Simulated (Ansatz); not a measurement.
B5. Charge 0, multiplicity 2. Geometry relaxed at PBE-D4/def2-SVP.

Cartesian coordinates in Å:
```
B 0.503 0.523 -1.487
B -1.308 -0.239 0.985
B 0.265 -0.447 1.066
B -0.631 0.229 -0.391
B 1.171 -0.067 -0.172
```

The structure comes from a short search, and lower isomers may exist.

(1) Estimate the harmonic wavenumbers at UKS PBE-D4/def2-SVP (Ansatz, unscaled). Is this a minimum?

Answers

(1) 257, 337, 486, 613, 727, 949, 1030, 1185, 1314 cm⁻¹. Yes, no mode is imaginary beyond noise. Zero-point energy 41.3 kJ/mol. Hardware: 4 threads of Arm Neoverse N1 on a shared host. Wall time 20 s.
